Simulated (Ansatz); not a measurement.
`CB(F)OC(C)=O` → `CB(C)F` + `O=C=O`  (decarboxylation)

Gas-phase electronic energies from Ansatz, PBE0-D4/def2-TZVP geometries. CBS: MP2 limit from def2 TZ/QZ plus the TZ coupled-cluster correction, frozen cores. This one scheme is used for every species. Functionals use def2-TZVPP. B3LYP here is the variant with VWN-RPA as its local correlation; programs differ in this. Each species was taken in one conformer, which may not be the lowest.

```
         level  ΔE (kcal/mol)  difference from CCSD(T)/CBS
        PBE-D4           16.4                         -3.3
     r2SCAN-D4           18.2                         -1.5
       ωB97X-V           20.1                          0.4
       ωB97M-V           20.1                          0.4
        B2PLYP           15.2                         -4.5
           PBE           14.4                         -5.3
        r2SCAN           17.6                         -2.1
         B3LYP           14.4                         -5.3
 HF/def2-TZVPP           16.1                         -3.6
MP2/def2-QZVPP           17.1                         -2.6
   CCSD(T)/CBS           19.7                            0
```

Largest T1 diagnostic among the species: 0.018.

From PBE to PBE0 (25 % exact exchange), in def2-TZVPP and without D4, ΔE moves by +3.8 kcal/mol. The D4 term adds +3.1 kcal/mol with B3LYP and +1.7 kcal/mol with PBE0; it sums over pairs of atoms, weighted by their polarisabilities, and B3LYP, whose exchange is more repulsive, gets the larger term.
